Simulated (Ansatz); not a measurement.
A structure drawn as `Cl[CH2][AlH][SeH]`, with this starting geometry:

Cartesian coordinates in Å:
```
Cl -0.6210 1.1941 -1.7202
C -1.2057 0.1181 -0.5040
Al 0.2600 -0.2050 0.8055
Se 2.3445 0.7787 0.6089
H -1.5002 -0.8319 -0.9698
H -2.0976 0.5597 0.0217
H -0.0266 -1.2578 2.0395
H 2.8465 -0.3560 -0.2816
```

Charge 0, multiplicity 1.

(1) Does it keep its bonds when Ansatz relaxes it at PBE-D4/def2-SVP and then PBE0-D4/def2-TZVP?

(2) Give the relaxed structure. (Estimate.)

Atoms count as bonded under 1.1 times the sum of their covalent radii (H–H under 0.85 Å, pairs among N, O and F under 1.55 Å), and a drawn bond as lost past 1.3 times.

## Answers

(1) Yes, every drawn bond is still there and no new one forms.

(2) The calculation gave: 
Z-matrix (Å, degrees):
```
C
Al 1 1.972
Cl 1 1.788 2 113.5
H 1 1.093 2 111.2 3 -120.7
H 1 1.093 2 111.2 3 120.7
Se 2 2.301 1 120.3 3 -0.7
H 2 1.581 1 120.2 3 179.3
H 6 1.472 2 89.6 1 -0.0
```
No frequency check was run.
